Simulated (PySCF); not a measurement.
From one molecule to another.

First species: C₅H₁₂Ge.
SMILES: `C1C[CH2][GeH2][CH2]C1`

Second species: SnHMe2(NHiPr), C₅H₁₅NSn.
Cartesian coordinates in Å at the PBE0-D3(BJ)/def2-SVP level; atoms count from 1:
```
atom  x, y, z in Å
Sn1    0.544    1.211    0.029
H2     0.728    1.325    1.747
C3     2.410    0.653   -0.878
H4     2.241    0.438   -1.943
H5     2.825   -0.243   -0.397
H6     3.136    1.474   -0.788
C7    -0.185    3.064   -0.779
H8    -1.077    3.403   -0.232
H9    -0.447    2.925   -1.837
H10    0.588    3.842   -0.706
N11   -0.889   -0.148   -0.541
C12   -1.060   -1.454    0.070
C13   -1.779   -1.411    1.418
C14    0.281   -2.162    0.190
H15   -1.789    0.309   -0.674
H16   -1.683   -2.061   -0.617
H17   -1.191   -0.835    2.152
H18   -1.944   -2.421    1.829
H19   -2.762   -0.925    1.321
H20    0.936   -1.649    0.917
H21    0.155   -3.196    0.544
H22    0.798   -2.184   -0.781
```

Levels: CAM-B3LYP/def2-SVPD for HOMO energy, LUMO energy, HOMO–LUMO gap and static isotropic polarisability; TDDFT CAM-B3LYP/def2-SVPD for lowest singlet excitation; TDA CAM-B3LYP/def2-SVPD for lowest triplet excitation (Tamm–Dancoff). Geometries: PBE0-D3(BJ)/def2-SVP. Each species is one conformer at its optimised geometry, gas phase (atoms past krypton carry core potentials, spin–orbit coupling is left out); the electronic structure was computed with PySCF and density fitting.

(1) Which has the higher HOMO energy?

(2) Which has the higher S1 energy?

(3) Which of the two has the higher T1 energy, and by how much?

(4) Which of the two has the higher LUMO energy, and by how much?

(5) Which has the higher HOMO–LUMO gap?

(6) Which has the higher static isotropic polarisability?

## Answers

(1) The second: -7.58 eV against -8.85 eV, a difference of 1.27 eV.

(2) The first: 7.27 eV against 5.66 eV, a difference of 1.61 eV.

(3) The first: 7.09 eV against 5.18 eV, a difference of 1.91 eV.

(4) The first: 1.21 eV against 0.95 eV, a difference of 0.26 eV.

(5) The first: 10.06 eV against 8.53 eV, a difference of 1.53 eV.

(6) The second: 111.1 au against 87.7 au, a difference of 23.4 au.

On the first: The principal polarisabilities are 77.9, 89.2 and 96.1 au; their mean is the isotropic value. In wavenumbers S1 is 58700 cm⁻¹ (1 eV = 8065.54 cm⁻¹). Relativistic effects, spin–orbit coupling among them, are left out although an element past zinc is present.

On the second: The principal polarisabilities are 97.4, 112.4 and 123.4 au; their mean is the isotropic value. The vertical singlet–triplet gap S1 − T1 is 0.48 eV (TDDFT singlet less Tamm–Dancoff triplet). Atoms past krypton carry effective core potentials; spin–orbit coupling is left out.
